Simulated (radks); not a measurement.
These are the eigenvalues of the occupied orbitals of an atom or ion with whole-number occupations (eV). Method: scalar-relativistic Kohn-Sham, PBE, spin-polarised, spherical densities, point nucleus; computed with a radial shooting solver on a logarithmic mesh with Libxc functionals.

| orbital | eigenvalue |
|---|---|
| 1s up | -57036.51 |
| 1s down | -57035.66 |
| 2s up | -10793.81 |
| 2s down | -10793.35 |
| 2p up | -9738.436 |
| 2p down | -9737.702 |
| 3s up | -3511.562 |
| 3s down | -3510.653 |
| 3p up | -3188.110 |
| 3p down | -3187.085 |
| 3d up | -2789.166 |
| 3d down | -2788.230 |
| 4s up | -1660.187 |
| 4s down | -1654.929 |
| 4p up | -1538.123 |

Which element is it, and in what charge state? The configuration may be excited. Open shells, if any, are filled with parallel spins first.

Answer. Z = 67, holmium, charge +36: Ho36+ in [Ar] 3d10 4s2 4p1. The list shows which subshells hold electrons but not how many an open one holds; the 1s level, -2096.1 hartree, gives Z - s = 64.7 by -(Z - s)^2/2, which with screening and relativity narrows Z to a few neighbours, and the depths of the outer levels then fix element, charge and occupations together.
